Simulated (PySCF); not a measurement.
**Electron correlation in Mo(2+) (molybdenum, charge +2)**

[Kr] 4d4, high-spin 5D determinant. Computed with PySCF 2.14 in def2-TZVPPD with the def2 core potential (28 electrons) (6s4p3d2f1g, 56 functions), with a scalar-relativistic core potential. Frozen: nothing; 12 electrons correlated.

```csv
level,correlation energy (mhartree)
CCSD,-299.27
(T),-6.35
CCSD(T),-305.62
```

Diagnostics: T1 = 0.0037, D1 = 0.0076, largest double amplitude 0.023.

Cost of the coupled-cluster step: of the order of 13 core-seconds, for 12 correlated electrons.

The basis has no tight functions for the innermost shells, so their pair energies are far from complete.

This basis was not built for core-valence correlation, so the inner-shell part is incomplete.
